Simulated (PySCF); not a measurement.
Computed properties of BeBr2, SMILES [Br][Be][Br]

BeBr2, SMILES [Br][Be][Br]. Coordinates come from a B3LYP-D3(BJ)/def2-TZVP optimisation. One conformer was computed; it need not be the lowest. All values are computed for the isolated molecule unless a solvent is named; none is compared with measurement here.

**Structure.** The optimised structure has D∞h symmetry. All 4 harmonic modes at B3LYP-D3(BJ)/def2-TZVP (PySCF) are real, so it is a minimum. With heavy atoms numbered as in [Be:1]([Br:2])[Br:3], the shortest bond between them is Be1–Br2 at 1.956 Å and the longest Be1–Br3 at 1.956 Å.

**Vibrations.** The strongest infrared lines (harmonic, unscaled, degenerate partners summed) lie at 990 cm⁻¹ (400 km/mol, Be 95 %), 208 cm⁻¹ (49 km/mol, Be 95 %). The softest mode is at 208 cm⁻¹ and the zero-point energy is 2.3 kcal/mol.

**Electronic structure.** M06-2X/def2-TZVPD (PySCF) places the frontier levels at -10.06 and -0.39 eV, a gap of 9.67 eV, and gives a dipole moment of 0.00 D and a mean polarisability of 56.5 bohr³.

**Excitations.** TDDFT-M06-2X/def2-SVPD (PySCF) has S1 at 6.69 eV (185 nm, f = 0.000, dark); the most intense of the 10 singlets computed lies at 7.76 eV (f = 0.29). Strengths of degenerate partners are summed. T1 (TDA) is at 6.44 eV. No vertical singlet excitation falls in the visible range (under 3.1 eV).
